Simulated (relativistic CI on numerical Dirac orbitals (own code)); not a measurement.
**Os V: q coefficients and field-shift factors**

These numbers are calculated, not measured: Dirac-Coulomb-Breit CI, orbitals from a KLI potential per configuration, valence Slater integrals scaled by 0.85, P86 correlation energy added to each configuration, derivatives by finite differences, QED left out (own radial code, finite nucleus).

CI space (outside the closed core [Xe] 4f14): 5d4, 5d3 6s, 5d3 6p, 5d3 5f, 5d2 6s2, 5d2 6s 6p, 5d3 6d, 5d2 6p2. Levels of other configurations are missing.

With x = (α/α₀)² − 1 an excitation energy changes as ω = ω₀ + qx; K = 2q/ω₀ is the relative enhancement. Terms are leading LS components, so labels can repeat. The field-shift factor is F = δν/δ⟨r²⟩ for the transition from the lowest level.

Lowest level 5d4 5D_0.

| Level | ω₀ (cm⁻¹) | q (cm⁻¹) | K | F (GHz/fm²) |
| --- | --- | --- | --- | --- |
| 5d4 5D_1 | 3688.5 | 6537 | 3.54 | 0.27 |
| 5d4 5D_2 | 7116.1 | 10590 | 2.98 | 0.503 |
| 5d4 5D_3 | 9919.0 | 12490 | 2.52 | 0.752 |
| 5d4 5D_4 | 11964.8 | 11870 | 1.98 | 0.934 |
| 5d4 3P_0 | 17522.4 | 8840 | 1.01 | 2.69 |
| 5d4 3H_4 | 19609.1 | 9033 | 0.921 | 0.88 |
| 5d4 3G_3 | 23301.3 | 9340 | 0.802 | 1.83 |
| 5d4 3P_1 | 23691.2 | 11670 | 0.985 | 4.34 |
| 5d4 3F_2 | 23828.2 | 8316 | 0.698 | 3.18 |
| 5d4 3H_5 | 24336.0 | 12660 | 1.04 | 1.32 |
| 5d4 3H_6 | 26526.8 | 13710 | 1.03 | 1.33 |
| 5d4 3G_4 | 28692.3 | 15580 | 1.09 | 2.35 |
| 5d4 3P_2 | 29555.8 | 12760 | 0.863 | 4.26 |

At this charge configurations can still be misplaced by up to about 7 % of their energy. Levels and lines within the n = 5 or 6 shells can be off by up to 10 % or somewhat more, and those that change n by about 2 %, since core polarisation is missing.
